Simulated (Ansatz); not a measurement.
CH₈O₃Si₂ (`CO[SiH](O)O[SiH3]`). Charge 0, multiplicity 1. The structure was optimised at the PBE0-D4/def2-TZVP level. It is one conformer, not always the lowest.

```xyz
14

C     0.735   -1.612   -1.584
O    -0.424   -1.169   -0.916
Si   -0.745    0.394   -0.579
O    -2.225    0.434    0.106
O     0.316    1.036    0.466
Si    0.599    1.256    2.067
H     1.612   -1.551   -0.932
H     0.588   -2.654   -1.873
H     0.931   -1.026   -2.489
H    -0.663    1.200   -1.814
H    -2.820   -0.289   -0.097
H     2.049    1.517    2.237
H    -0.176    2.419    2.568
H     0.223    0.044    2.840
```

**Question.** What is the dipole moment at PBE/def2-TZVPP? (Best estimate.)

**Answer.** Ansatz gave: 1.56 D, with components (0.22, -1.30, -0.84) D in this frame, pointing from negative to positive charge.

**Question.** And with r2SCAN, B3LYP, ωB97M-V? (Estimate.)

**Answer.** The calculation gave: r2SCAN 1.61 D, B3LYP 1.61 D, ωB97M-V 1.63 D.

**Question.** Give the Mulliken charges with PBE, ωB97M-V, B3LYP in def2-TZVPP. (Estimate.)

**Answer.** The calculation gave: 
| atom | PBE | ωB97M-V | B3LYP |
| --- | --- | --- | --- |
| C1 | -0.14 | -0.18 | -0.12 |
| O2 | -0.31 | -0.37 | -0.38 |
| Si3 | 0.58 | 0.65 | 0.71 |
| O4 | -0.36 | -0.39 | -0.40 |
| O5 | -0.31 | -0.40 | -0.39 |
| Si6 | 0.34 | 0.31 | 0.41 |
| H7 | 0.10 | 0.12 | 0.10 |
| H8 | 0.11 | 0.12 | 0.11 |
| H9 | 0.09 | 0.11 | 0.09 |
| H10 | -0.11 | -0.07 | -0.12 |
| H11 | 0.20 | 0.19 | 0.19 |
| H12 | -0.06 | -0.04 | -0.07 |
| H13 | -0.06 | -0.03 | -0.07 |
| H14 | -0.06 | -0.03 | -0.07 |

B3LYP here is the variant with VWN-RPA as its local correlation; programs differ in this.
